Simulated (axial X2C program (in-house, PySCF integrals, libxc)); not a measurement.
## Spectroscopic constants of TeI

Computed with an axial X2C code built on PySCF integrals. Spin-free means the one-electron spin-free X2C Hamiltonian; two-component (2c) means X2C with spin–orbit coupling and atomic mean-field two-electron Coulomb and Gaunt terms, so the difference of the two also holds small scalar two-electron terms. Basis: I dyall-cv3z [11s12p8d4f1g], Te dyall-cv3z [11s12p8d4f1g] (cores contracted in-house); Gaussian nuclei, density fitting, unrestricted open shells. Masses: I 126.904 u, Te 129.906 u.

State, spin-free: M_S = 1/2, Λ = 1 (beyond evenly filled blocks: π+α, π+β, π-α); electrons by block: σα: 21, σβ: 21, π+α: 12, π+β: 12, π-α: 12, π-β: 11, δ+α: 4, δ+β: 4, δ-α: 4, δ-β: 4. Fragments: I + Te.

State, 2c: Ω = 3/2 (⟨Sz⟩ = 0.50, ⟨Lz⟩ = 1.00 at PBE0); electrons by block: 1/2: 33, -1/2: 33, 3/2: 16, -3/2: 15, 5/2: 4, -5/2: 4. Fragments: I + Te.

```json
{"Hamiltonian": "spin-free", "level": "PBE0", "Re (Å)": "2.645", "ωe (cm⁻¹)": "224.1", "De (eV)": "2.20", "D0 (eV)": "2.18", "μ (D)": "0.33"}
{"Hamiltonian": "spin-free", "level": "CCSD", "Re (Å)": "2.667", "ωe (cm⁻¹)": "216.1", "De (eV)": "1.81", "D0 (eV)": "1.79", "μ (D)": "n/a"}
{"Hamiltonian": "spin-free", "level": "CCSD(T)", "Re (Å)": "2.671", "ωe (cm⁻¹)": "213.2", "De (eV)": "1.93", "D0 (eV)": "1.91", "μ (D)": "n/a"}
{"Hamiltonian": "spin-free", "level": "LDA", "Re (Å)": "2.629", "ωe (cm⁻¹)": "225.9", "De (eV)": "3.04", "D0 (eV)": "3.03", "μ (D)": "-0.02"}
{"Hamiltonian": "spin-free", "level": "PBE", "Re (Å)": "2.671", "ωe (cm⁻¹)": "214.0", "De (eV)": "2.43", "D0 (eV)": "2.42", "μ (D)": "0.09"}
{"Hamiltonian": "spin-free", "level": "BP86", "Re (Å)": "2.677", "ωe (cm⁻¹)": "211.6", "De (eV)": "2.40", "D0 (eV)": "2.39", "μ (D)": "0.10"}
{"Hamiltonian": "2c", "level": "PBE0", "Re (Å)": "2.656", "ωe (cm⁻¹)": "217.9", "De (eV)": "1.98", "D0 (eV)": "1.97", "μ (D)": "0.35"}
{"Hamiltonian": "2c", "level": "LDA", "Re (Å)": "2.642", "ωe (cm⁻¹)": "218.6", "De (eV)": "2.70", "D0 (eV)": "2.69", "μ (D)": "0.00"}
{"Hamiltonian": "2c", "level": "PBE", "Re (Å)": "2.685", "ωe (cm⁻¹)": "206.4", "De (eV)": "2.21", "D0 (eV)": "2.20", "μ (D)": "0.12"}
{"Hamiltonian": "2c", "level": "BP86", "Re (Å)": "2.691", "ωe (cm⁻¹)": "203.7", "De (eV)": "2.15", "D0 (eV)": "2.14", "μ (D)": "0.13"}
```

Correlated methods: 23 electrons correlated (number of frozen shells: I 4 s, 3 p, 2 d; Te 4 s, 3 p, 1 d), 295 virtual spin orbitals or spinors in MP2, 140 natural virtuals in coupled cluster.

Dipoles are positive if Te is the positive end.

Occupations by symmetry block were frozen at the best pattern of an incomplete PBE0 search. Dissociation energies refer to the lowest single-determinant-based atoms at the same level and basis. Density functionals use the spin component along the axis (collinear). Coupled cluster ran in a truncated set of natural virtual spinors; the MP2 energy of the rest was added. (T) has no such correction and the atoms are truncated less, which lowers De at CCSD(T) by a hundredth of an eV or more. Without a current term, density functionals place determinants with orbital angular momentum somewhat too high. The determinant is spin-polarised beyond a pure state at some levels (its spin-free form has ⟨S²⟩ too high), which makes Re and μ there less reliable.

No reliable constants came from CCSD (2c), CCSD(T) (2c), HF (2c), HF (spin-free), MP2 (2c), MP2 (spin-free): no minimum in range, unconverged points, a curve that is not smooth, a change of character along it, or the two Hamiltonians disagreeing along it.

Rough cost a point (2c) on 2 thread(s) of a shared host, integrals apart: PBE0 2.5 s, LDA 0.8 s, PBE 1.1 s, BP86 1 s.

The whole task took 33 min on 2 threads of Intel(R) Xeon(R) Platinum 8259CL CPU @ 2.50GHz (Skylake/Cascade Lake), on a shared host.
